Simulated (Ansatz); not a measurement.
Program: Ansatz. Geometries: PBE0-D4/def2-TZVP. ΔE: electronic, gas phase. CBS: MP2 limit from def2 TZ/QZ plus the TZ coupled-cluster correction, frozen cores. This one scheme is used for every species. Functionals use def2-TZVPP. For Ge outer-core shells are correlated without core-valence functions, which leaves a few kJ/mol of doubt a bond. Scalar relativity is left out up to krypton. One conformer a species, not always the lowest.

Reaction (hydrogenolysis of the Si–C bond): `C=C[SiH2][S][GeH3]` + H₂ → `[SiH3][S][GeH3]` + `C=C`

`C=C[SiH2][S][GeH3]`:

Cartesian coordinates in Å:
```
C 1.928 -0.416 0.035
C 1.141 -0.509 1.102
Si -0.333 0.583 1.408
S -0.839 1.749 -0.304
Ge -1.455 0.092 -1.661
H 1.749 0.326 -0.738
H 2.784 -1.069 -0.109
H 1.367 -1.271 1.848
H -0.056 1.563 2.491
H -1.486 -0.264 1.818
H -0.276 -0.323 -2.554
H -1.924 -1.101 -0.814
H -2.600 0.639 -2.523
```

H₂:

```xyz
2

H     0.289   -0.191   -0.138
H    -0.289    0.191    0.138
```

`[SiH3][S][GeH3]`:

Cartesian coordinates in Å:
```
Si 0.988 1.268 -0.327
S -0.151 0.591 1.342
Ge -1.009 -1.244 0.417
H 1.999 0.255 -0.730
H 1.666 2.515 0.104
H 0.113 1.546 -1.495
H -1.875 -1.888 1.505
H 0.127 -2.185 -0.012
H -1.858 -0.858 -0.804
```

`C=C`:

```xyz
6

C    -0.050    0.377    0.541
C     0.050   -0.377   -0.541
H    -0.686    0.097    1.374
H     0.499    1.307    0.639
H     0.686   -0.097   -1.374
H    -0.499   -1.307   -0.639
```

CCSD(T)/CBS gives -2.5 kcal/mol.

(1) Another level gave -5.9 kcal/mol. Which?
A. revPBE/def2-TZVPP
B. BHLYP/def2-TZVPP
C. B97M-V/def2-TZVPP
D. PBE0-D4/def2-TZVPP

Largest T1 diagnostic among the species: 0.012.

## Answers

(1) A. revPBE -5.9, BHLYP -7.5, B97M-V -3.6, PBE0-D4 -2.6 kcal/mol.

In def2-TZVPP, CCSD(T) changes the Hartree–Fock value by +7.3 kcal/mol (the triples alone add +1.5 kcal/mol) and MP2 by +9.4 kcal/mol. From r2SCAN to r2SCAN0 (25 % exact exchange), in def2-TZVPP and without D4, ΔE moves by −0.8 kcal/mol.
